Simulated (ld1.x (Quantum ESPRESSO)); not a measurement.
# Which setting gave this result? (germanium, ultrasoft)

Base potential:

```json
{"Element": "germanium (Ge)", "Generator": "ld1.x (Quantum ESPRESSO) 7.5", "Type": "ultrasoft", "Functional": "PBEsol", "Relativity": "scalar-relativistic", "Frozen core": "[Ar]", "Valence charge": "14", "Reference configuration": "3d10 4s2 4p2", "Partial waves": "4s (bound): rcut 1.75, rcutus 2.00 bohr; 4s channel at 1.8 Ry: rcut 1.75, rcutus 2.00 bohr; 4p (bound): rcut 2.40, rcutus 2.65 bohr; 4p channel at 0.45 Ry: rcut 2.40, rcutus 2.65 bohr; 3d (bound): rcut 0.80, rcutus 0.90 bohr; 3d channel at -0.45 Ry: rcut 0.80, rcutus 0.90 bohr", "Local potential": "all-electron potential smoothed inside 1.40 bohr (lloc = -2)", "Core correction": "Bessel-smoothed model core, default radius (core density twice the valence density)", "Augmentation charge": "PSQ, inside the norm-conserving radii"}
```

Cutoffs, loose and tight: the cutoffs (Ry, on a coarse ladder) from which the occupation-weighted sum of valence levels, in a spherical-Bessel basis at the reference potential, stays within 10 and 1 mRy of its value at 400 Ry. They do not see the model core or the augmentation charge, which bear on the density cutoff. Test errors are all-electron minus pseudo excitation energies from the reference, over the configurations 3d10 4s2 4p1; 3d10 4s2 4p0; 3d10 4s1 4p0; 3d10 4s2 4p1.5; 3d9 4s2 4p2; 3d10 4s1 4p3; 3d10 4s1 4p2; variants that change the core or the reference have their own tests. The largest error is taken over the tests solved by every variant that gives reliable tests at all, those not shown here included: 3d10 4s1 4p0; 3d10 4s2 4p0; 3d10 4s2 4p1; 3d10 4s2 4p1.5.

Only the scale of all radii but the core radius (base = 1) is moved (3 further runs of the sweep failed or gave no value and are left out):

```json
{"scale of all radii but the core radius (base = 1)": "0.83", "cutoff, loose": "300 Ry", "cutoff, tight": "over 300 Ry", "bound ghosts": "none", "largest test error (meV)": "-34"}
{"scale of all radii but the core radius (base = 1)": "1.05", "cutoff, loose": "180 Ry", "cutoff, tight": "300 Ry", "bound ghosts": "none", "largest test error (meV)": "-106"}
{"scale of all radii but the core radius (base = 1)": "1.18", "cutoff, loose": "140 Ry", "cutoff, tight": "230 Ry", "bound ghosts": "none", "largest test error (meV)": "-176"}
{"scale of all radii but the core radius (base = 1)": "1.29", "cutoff, loose": "110 Ry", "cutoff, tight": "180 Ry", "bound ghosts": "none", "largest test error (meV)": "-266"}
```

Q: One more run gave cutoff, loose: 230 Ry; cutoff, tight: over 300 Ry; bound ghosts: none; largest test error (meV): -57. Which value of the scale of all radii but the core radius (base = 1) was used?

A: 0.92. The loose cutoff moves one way along this sweep, from 300 Ry at 0.83 to 110 Ry at 1.29, which places the run between 0.83 and 1.05.
